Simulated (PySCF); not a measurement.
A GIAO shielding run with PySCF 2.14 (density fitting, non-relativistic, gas phase) on `[C@H](C#CC)(C)N[SiH2]S`, C$_{5}$H$_{11}$NSSi:

```
$ OMP_NUM_THREADS=1 python probes_run.py task.json out

{"job": {"kind": "nmr", "xc": "PBE0", "basis": "pcSseg-1"}, "charge": 0, "multiplicity": 1}
C     -3.308066     1.716790    -0.252241
C     -2.141666     0.885537    -0.052224
C     -1.191206     0.179864     0.136975
C     -0.007270    -0.653111     0.295477
C     -0.220874    -2.009689    -0.385952
N      1.151653     0.044230    -0.232534
Si     2.740370    -0.267714     0.308610
S      4.001135     1.131220    -0.726091
H     -3.012579     2.763754    -0.311828
H     -4.000646     1.593067     0.579775
H     -3.811448     1.436622    -1.177385
H      0.176233    -0.814502     1.364365
H     -1.090469    -2.509391     0.033140
H      0.656185    -2.635885    -0.239339
H     -0.381377    -1.870088    -1.453198
H      1.000084     0.350756    -1.184213
H      3.356922    -1.555846    -0.003856
H      2.777562     0.012438     1.740314
H      3.295651     2.211198    -0.432094
```

Hardware: 1 thread of an Arm Neoverse N1, shared host. The job also computes population analyses, field gradients.

(1) How large is the calculation?

(2) How long does it take, and how much memory does it need?

Results:

(1) 78 electrons, 205 basis functions and 1103 auxiliary functions.

(2) 72 s of wall time, with 14 SCF cycles and 5 response iterations; peak memory 0.85 GiB. Times on a shared host scatter by some tens of per cent.
